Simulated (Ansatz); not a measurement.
Gas-phase electronic energies from Ansatz, PBE0-D4/def2-TZVP geometries. CBS: MP2 limit from def2 TZ/QZ plus the TZ coupled-cluster correction, frozen cores. This one scheme is used for every species. DFT in def2-TZVPP. B3LYP here is the variant with VWN-RPA as its local correlation; programs differ in this. HSE06 is defined as in plane-wave codes. For Ge outer-core shells are correlated without core-valence functions, which leaves a few kJ/mol of doubt a bond. Scalar relativity is left out up to krypton. Each species was taken in one conformer, which may not be the lowest.

`CC(C)[NH][Ge]([Cl])([Cl])[Cl]` + H₂S → `[SH][Ge]([Cl])([Cl])[Cl]` + `CC(C)N`  (ligand exchange at a Ge–N bond)

`CC(C)[NH][Ge]([Cl])([Cl])[Cl]`:

Cartesian coordinates in Å:
```
C 1.380 -0.059 -1.409
C 0.539 -0.225 -0.154
C 1.234 0.352 1.070
N -0.780 0.364 -0.382
Ge -2.270 -0.283 0.375
Cl -2.516 -2.311 -0.219
Cl -2.322 -0.296 2.519
Cl -3.901 0.904 -0.294
H 2.359 -0.529 -1.284
H 0.882 -0.507 -2.269
H 1.543 1.002 -1.622
H 0.378 -1.297 0.007
H 0.632 0.212 1.970
H 1.406 1.426 0.939
H 2.205 -0.124 1.227
H -0.767 1.371 -0.473
```

H₂S:

```xyz
3

S    -0.105    0.063   -0.607
H    -0.485    0.753    0.478
H     0.591   -0.816    0.129
```

`[SH][Ge]([Cl])([Cl])[Cl]`:

```xyz
6

S    -0.987   -1.263   -0.897
Ge   -0.021    0.383    0.174
Cl   -1.477    1.909    0.418
Cl    0.698   -0.205    2.089
Cl    1.646    1.173   -0.890
H     0.141   -1.997   -0.894
```

`CC(C)N`:

Cartesian coordinates in Å:
```
C -0.428 0.272 1.293
C 0.360 0.000 0.025
C -0.283 -1.098 -0.802
N 0.408 1.222 -0.770
H 0.040 1.062 1.887
H -1.443 0.593 1.043
H -0.487 -0.624 1.916
H 1.366 -0.344 0.320
H -0.338 -2.031 -0.238
H 0.290 -1.292 -1.714
H -1.294 -0.804 -1.095
H 0.858 1.967 -0.251
H 0.952 1.077 -1.612
```

```tsv
level	ΔE (kJ/mol)	difference from CCSD(T)/CBS
LDA (SPW92)	-22.5	-6.1
revPBE-D4	-26.5	-10.1
BLYP-D4	-21.8	-5.4
r2SCAN-D4	-23.9	-7.5
PBE0-D4	-25.4	-9.0
B3LYP-D4	-20.8	-4.4
r2SCANh-D4	-23.6	-7.2
r2SCAN0-D4	-23.2	-6.8
HSE06-D4	-25.8	-9.4
BHLYP-D4	-19.2	-2.8
CAM-B3LYP-D4	-15.9	0.5
ωB97M-V	-20.0	-3.6
B2PLYP	-23.0	-6.6
PBE-QIDH	-22.7	-6.3
PBE	-33.5	-17.1
revPBE	-37.6	-21.2
BLYP	-32.3	-15.9
PBE0	-31.3	-14.9
B3LYP	-29.5	-13.1
r2SCANh	-26.7	-10.3
r2SCAN0	-26.5	-10.1
HSE06	-31.4	-15.0
BHLYP	-25.4	-9.0
CAM-B3LYP	-22.1	-5.7
LC-ωPBE	-22.3	-5.9
RPA@PBE/def2-TZVPP	-11.7	4.7
HF/def2-SVP	-12.8	3.6
MP2/def2-SVP	-3.4	13.0
CCSD/def2-SVP	-4.6	11.8
HF/def2-TZVPP	-22.0	-5.6
MP2/def2-TZVPP	-14.8	1.6
SCS-MP2/def2-TZVPP	-14.8	1.6
CCSD/def2-TZVPP	-13.9	2.5
CCSD(T)/def2-TZVPP	-13.2	3.2
HF/def2-QZVPP	-21.8	-5.4
MP2/def2-QZVPP	-16.5	-0.1
SCS-MP2/def2-QZVPP	-16.4	0.0
HF/CBS(def2)	-21.7	-5.3
MP2/CBS(def2)	-17.9	-1.5
CCSD/CBS(def2)	-17.1	-0.7
CCSD(T)/CBS	-16.4	0
```

Largest T1 diagnostic among the species: 0.010.

Leaving LDA and LC-ωPBE aside and taking each functional with its dispersion term where it has one, the values, not all of them listed here, spread over 11.6 kJ/mol, from PBE-D4 to CAM-B3LYP-D4. LDA lies +11.1 kJ/mol from PBE without D4. At CCSD(T), def2-SVP lies +12.9 kJ/mol from the extrapolated value and def2-TZVPP +3.2 kJ/mol. In def2-TZVPP, CCSD(T) changes the Hartree–Fock value by +8.8 kJ/mol (the triples alone add +0.7 kJ/mol) and MP2 by +7.2 kJ/mol.
